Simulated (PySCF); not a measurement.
C₂H₆FNbO, SMILES [CH3][Nb]([F])([CH3])=[O], multiplicity 1.

The structure is a stationary point at PBE0-D3(BJ)/def2-SVP. The spin state was assumed, not searched. The def2 effective core potentials stand for the cores of Nb; spin–orbit coupling is left out.

Method: PBE/def2-TZVP (PySCF).

Symmetry labels are those of the subgroup Cs that the program uses (full group Cs).

Computed valence orbital energies around the gap with their symmetry:
| orbital | symmetry | energy (eV) |
|---|---|---|
| HOMO−7 | A" | -10.09 |
| HOMO−6 | A' | -10.04 |
| HOMO−5 | A" | -9.80 |
| HOMO−4 | A" | -8.57 |
| HOMO−3 | A' | -8.47 |
| HOMO−2 | A' | -8.29 |
| HOMO−1 | A' | -7.32 |
| HOMO | A" | -7.10 |
| LUMO | A' | -2.95 |
| LUMO+1 | A" | -2.41 |
| LUMO+2 | A' | -0.81 |
| LUMO+3 | A" | -0.66 |
